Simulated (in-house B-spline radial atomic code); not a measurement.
A run on C⁻ that did not converge. Method: non-relativistic HSE06, spin-polarised, spherical fractional occupations, exact exchange averaged over the configuration, point nucleus; computed with an all-electron radial atomic-structure program (B-spline basis).

Command:
```bash
python run_scf.py task.json out
```
Settings:
```
Z                6
configuration    [He] 2s2 2p3
hamiltonian      nr
method           hse06
spin_polarised   True
exact_exchange   averaged over the configuration
```

First and last ten iterations of the last attempt (damped for 15 steps, keeping 80 % of the old Fock matrix, then DIIS):
```
 iter        energy (Eh)    residual
    1         -36.777910    1.11e-01
    2         -37.157839    1.19e-01
    3         -37.483421    8.27e-02
    4         -37.673561    5.54e-02
    5         -37.777141    3.47e-02
    6         -37.828615    2.01e-02
    7         -37.851415    1.07e-02
    8         -37.860238    5.58e-03
    9         -36.446707    7.58e-02
   10         -37.775190    3.44e-02
  111         -36.444209    7.59e-02
  112         -36.445740    7.58e-02
  113         -36.443873    7.60e-02
  114         -36.442852    7.58e-02
  115         -36.433023    7.77e-02
  116         -37.787798    3.14e-02
  117         -37.727166    4.48e-02
  118         -37.861876    4.07e-03
  119         -36.442840    7.60e-02
  120         -36.445053    7.52e-02
 not converged after 120 iterations
```

The smallest residual met was 1.4e-03; the threshold is about 1e-07. No energy from this run should be used. Run time, properties included: 3.3 s on 1 thread of Arm Neoverse N1, with other jobs on the host.
